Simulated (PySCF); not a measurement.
## Basis and Hamiltonian dependence of the ionisation energy of Cu²⁺

Cu²⁺ [Ar] 3d9 (2D) → Cu³⁺ [Ar] 3d8 (3F). All values are computed (PySCF 2.14, energy differences of UHF-based or UKS calculations, no spin-orbit coupling). Values in eV.

| basis | Hamiltonian | functions | UHF | PBE | PBE0 | MP2 (valence) | CCSD(T) (valence) | CCSD(T) (valence and next inner shell) |
| --- | --- | --- | --- | --- | --- | --- | --- | --- |
| x2c-SVPall | spin-free X2C | 36 | 34.673 | n/a | 37.558 | 36.502 | n/a | n/a |
| cc-pVDZ-DK | spin-free X2C | 43 | 34.211 | 37.315 | n/a | 36.693 | n/a | n/a |
| ANO-RCC-VTZP | spin-free X2C | 59 | 34.015 | 37.385 | 36.842 | 36.748 | 36.368 | 36.569 |
| cc-pVTZ-PP with ECP10MDF | ECP | 63 | 34.044 | 37.145 | n/a | 36.752 | n/a | n/a |
| x2c-TZVPPall | spin-free X2C | 64 | 34.004 | 37.336 | 36.817 | 36.654 | 36.288 | 36.499 |
| aug-cc-pwCVDZ-PP with ECP10MDF | ECP | 70 | 34.003 | 37.103 | 36.668 | 36.700 | 36.325 | n/a |
| x2c-TZVPPall with one added diffuse shell each of s, p, d, f type | spin-free X2C | 80 | 34.004 | 37.335 | 36.816 | 36.679 | 36.317 | n/a |
| aug-cc-pVTZ-PP with ECP10MDF | ECP | 88 | 34.048 | 37.148 | 36.714 | 36.848 | 36.473 | n/a |
| aug-cc-pVTZ-DK | spin-free X2C | 93 | 34.019 | 37.378 | 36.851 | 36.800 | 36.424 | n/a |
| dyall-av2z | non-relativistic | 101 | 34.299 | 37.621 | 37.102 | 36.741 | 36.393 | n/a |
| aug-cc-pwCVTZ-PP with ECP10MDF | ECP | 122 | 34.030 | 37.127 | 36.693 | 36.894 | n/a | n/a |
| aug-cc-pwCVTZ-DK | spin-free X2C | 127 | 34.004 | 37.369 | 36.840 | 36.846 | n/a | n/a |
| aug-cc-pV5Z-PP with ECP10MDF | ECP | 197 | 34.022 | 37.119 | 36.684 | 36.981 | n/a | n/a |

Question: Estimate the row for aug-cc-pVDZ-PP with ECP10MDF (ECP, 54 functions).

Answer: From the rows with the same Hamiltonian and similar size; the calculation gives UHF 34.05; PBE 37.05; PBE0 36.63; MP2 (valence) 36.61; CCSD(T) (valence) 36.26 (eV).

Frozen in the all-electron rows: valence: [Ar]; valence and next inner shell: [Ne]; with a core potential, the same shells as far as they lie outside it.

At UHF, x2c-SVPall lies more than 0.3 eV from the median of the rows with comparable relativity. Sets contracted for the neutral atom can be stiff in a shell that they treat as core.

Non-relativistic rows lack the scalar-relativistic shift.

Between the lowest levels the reference is 36.841 ± 0.012 eV (measured; NIST Atomic Spectra Database, ionization energies); it includes spin-orbit coupling, which these numbers lack.
